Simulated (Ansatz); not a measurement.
Geometry optimisation, Ansatz 0.2.0, DFT PBE-D3(BJ), scalar-relativistic, plane waves, PAW.

The input (input.yaml):

```yaml
crystal:
  lattice:
    - [7.829735, 0.0, 0.0]
    - [0.0, 7.829735, 0.0]
    - [0.0, 0.0, 7.829735]
  atoms:
    - { symbol: Cl, position: [0.3874582, 0.4784703, 0.2331448] }
    - { symbol: Cl, position: [0.2859925, 0.5330706, 0.0030164] }
    - { symbol: Cl, position: [0.1516845, 0.9654868, 1.0178537] }
    - { symbol: Cl, position: [0.179046, 0.96349, 0.7619574] }
    - { symbol: Cl, position: [0.7525629, 0.0856872, 0.5806233] }
    - { symbol: Cl, position: [0.6728745, 0.0067926, 0.348975] }
    - { symbol: Cl, position: [0.9123001, 0.3826663, 0.3781271] }
    - { symbol: Cl, position: [1.0059495, 0.3927007, 0.6176363] }
    - { symbol: Cl, position: [0.7783054, 0.549635, 0.9992296] }
    - { symbol: Cl, position: [0.6515588, 0.6869766, 0.8222885] }
    - { symbol: Cl, position: [0.3053674, 0.2120071, 0.5259997] }
    - { symbol: Cl, position: [0.1979635, 0.1273602, 0.3079747] }
    - { symbol: Cl, position: [0.4686418, 0.7127164, 0.5074058] }
    - { symbol: Cl, position: [0.662852, 0.6353982, 0.357273] }
    - { symbol: Cl, position: [0.6738377, 0.0323626, 0.9462792] }
    - { symbol: Cl, position: [0.4610484, 0.1652184, 0.8887848] }
basis:
  ecutwfc: 420.0
kpoints:
  mp_grid: { grid: [1, 1, 1] }
hamiltonian:
  xc: pbe
  dispersion: d3bj
scf:
  occupations: { method: fermi_dirac, width: 0.02 }
  lower_state_search: "off"
relax:
  f_tol: 0.3
  max_steps: 15
  adjacent_minimum: "off"
```

Launched with:

```bash
$ ansatz run input.yaml --threads 1 --pin off --max-ram 3072MiB --backend cpu --events-out ev --progress --plain --runs-dir out
```

Question: Where does it end, and by what steps?

Answer: The run converged. The threshold is loose, so the end isn't yet a minimum. Limits of this set-up: coarse k mesh. After 9 steps the energy has fallen by 4.349 eV; Cl14 moved furthest, 1.24 Å.

| step | energy less start (eV) | largest force component (eV/Å) | accepted |
| --- | --- | --- | --- |
| 0 | 0.0000 | 1.259 | yes |
| 1 | -1.6967 | 0.749 | yes |
| 2 | -2.4638 | 0.566 | yes |
| 3 | -2.9581 | 0.557 | yes |
| 4 | -3.3721 | 0.541 | yes |
| 5 | -3.6566 | 0.491 | yes |
| 6 | -3.9009 | 0.521 | yes |
| 7 | -4.1423 | 0.572 | yes |
| 8 | -4.2935 | 0.316 | yes |
| 9 | -4.3490 | 0.287 | yes |

```xyz
16
Lattice="7.8297 0.0000 0.0000 0.0000 7.8297 0.0000 0.0000 0.0000 7.8297" Properties=species:S:1:pos:R:3
Cl 3.006 4.124 1.673
Cl 2.047 3.796 -0.142
Cl 0.621 7.090 7.697
Cl 1.318 7.856 5.856
Cl 5.828 0.324 4.309
Cl 5.721 0.336 2.203
Cl 7.243 3.965 2.719
Cl 7.446 3.871 4.831
Cl 7.115 3.943 7.643
Cl 5.244 4.756 7.223
Cl 2.295 1.153 3.825
Cl 1.608 0.400 2.036
Cl 3.110 5.692 4.858
Cl 4.435 4.678 3.730
Cl 5.731 0.486 7.196
Cl 4.156 1.789 7.130
```

Run time: 25 s on 1 thread of Arm Neoverse V1, with other jobs on the host, peak memory 0.42 GiB.
